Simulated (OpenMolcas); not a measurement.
**Cr+: effect of the active space**

```yaml
Program: OpenMolcas 26.06
Method: XMS-CASPT2, IPEA 0.25 Eh, imaginary shift 0.1 Eh
Basis: ANO-RCC-VTZP
Scalar_Hamiltonian: DKH2, point nucleus
Spin-orbit_coupling: state interaction with AMFI integrals over the reference wave functions, term energies averaged over their components
```

A. 5 electrons in 5 orbitals (3d); 2S+1 = 6 even, 1 root; 2S+1 = 4 even, 24 roots; 2S+1 = 2 even, 75 roots (53 in the spin-orbit step); closed shells correlated: 3s 3p; CASPT2 step of the order of 10 core-seconds
B. 5 electrons in 6 orbitals (3d 4s); 2S+1 = 6 even, 6 roots; 2S+1 = 4 even, 57 roots kept (CI in the orbitals of an earlier block); 2S+1 = 2 even, 76 roots kept (CI in the orbitals of an earlier block); closed shells correlated: 3s 3p; CASPT2 step about 40 core-seconds

Energies in cm⁻¹ above 3d⁵ ⁶S_5/2, the measured ground level; measured values from NIST Handbook of Basic Atomic Spectroscopic Data.

```tsv
Level	A	B	Measured
3d⁵ ⁶S_5/2	0.0	0.0	0.0
3d⁵ ⁴G_5/2	21090	21100	20512
3d⁵ ⁴G_7/2	21100	21100	20518
3d⁵ ⁴G_11/2	21100	21100	20512
3d⁵ ⁴G_9/2	21110	21100	20519
3d⁵ ⁴P_5/2	22340	22160	21823
3d⁵ ⁴P_3/2	22360	22150	21824
3d⁵ ⁴P_1/2	22380	22170	21824
3d⁵ ⁴D_7/2	25340	25320	
3d⁵ ⁴D_1/2	25370	25310	
3d⁵ ⁴D_3/2	25380	25330	
3d⁵ ⁴D_5/2	25380	25350	
3d⁵ ²I_11/2	30440	30470	
3d⁵ ²I_13/2	30470	30470
```

Deviations, from unrounded energies. A percentage is the sum of absolute deviations over the sum of measured energies, with the sign that they share, or ± where signs differ.

| Against measurement | Levels | A | B |
| --- | --- | --- | --- |
| mean absolute deviation (cm-1) | 7 | 560 | 480 |
| other terms of the ground configuration (%) | 7 | +2.7 | +2.3 |

B lies closest to measurement on these levels. The largest miss of B in the table is 3d⁵ ⁴G_11/2, by +590 cm-1. The ranking rests on the paired levels alone, and a cruder setting can come out closer through cancelling errors.

The spin-orbit steps hold different terms of 3d⁵ (B lacks among others ²D, ²F, ²G, ²H, ²S), which shifts levels as well.

The two smallest mean deviations differ by little beside CASPT2's spread within terms, so their order carries little weight.

Between A and B the level of the table that moves most is 3d⁵ ⁴P_1/2, by 210 cm-1 (lowest in B, highest in A). Moves below CASPT2's spread within the term are not significant.

Term energies are means over components that CASPT2 splits; among the terms shown or strongly mixed into the levels shown the widest spread is 1900 cm-1 (3d⁵ ²I, A). Over all roots computed the reference weight is 0.86 to 0.92 in B; the roots of lowest weight are the least certain, and an intruder state may touch them. Some high roots are left out of the spin-orbit mixing, which shifts the levels that they would mix with (holds for A). The CASPT2 spread within a term exceeds the gap to the next term for 3d⁵ ⁴G and 3d⁵ ⁴P, so the order of their levels is uncertain, and so are names and mixing where such terms share a J (holds for A). Terms from blocks run as CI alone lack orbitals of their own (holds for B). Measured partners are found by configuration, term and J. A level has none where our copy of the source lacks it or the pairing is in doubt (some pairs that miss far off the trend of their configuration count as doubtful), and it then counts in no deviation. Only configurations of the active space appear. The table leaves out levels that lie high or whose names do not pair safely across all columns.
